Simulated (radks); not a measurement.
Species: Cl4+. Configuration: [Ne] 3s2 3p1. All-electron calculation, non-relativistic Kohn-Sham, r2SCAN, spin-polarised, spherical densities, point nucleus; open shells are filled with parallel spins first; meta-GGA in the generalised Kohn-Sham scheme. Program: a radial shooting solver on a logarithmic mesh with Libxc functionals.

Normalised radial functions P(r) = r R(r), r in bohr:

```
   r/bohr * 3p up (the largest magnitude, 0.876, reaches the edge; | marks zero)
 0.009744                             *
  0.01397                             *
  0.02002                             |*
  0.02846                             |*
   0.0408                             | *
  0.05848                             |   *
  0.08382                             |     *
   0.1201                             |        *
   0.1708                             |            *
   0.2448                             |             *
   0.3509                             |          *
    0.503                             |*
   0.7153                *            |
    1.025   *                         |
    1.469  *                          |
    2.106             *               |
    2.995                        *    |
    4.293                            *|
```

3p up: eigenvalue -60.390 eV, 1 radial node at r = 0.521 bohr, <r> = 1.45 bohr, 90 % of the charge inside 2.16 bohr.
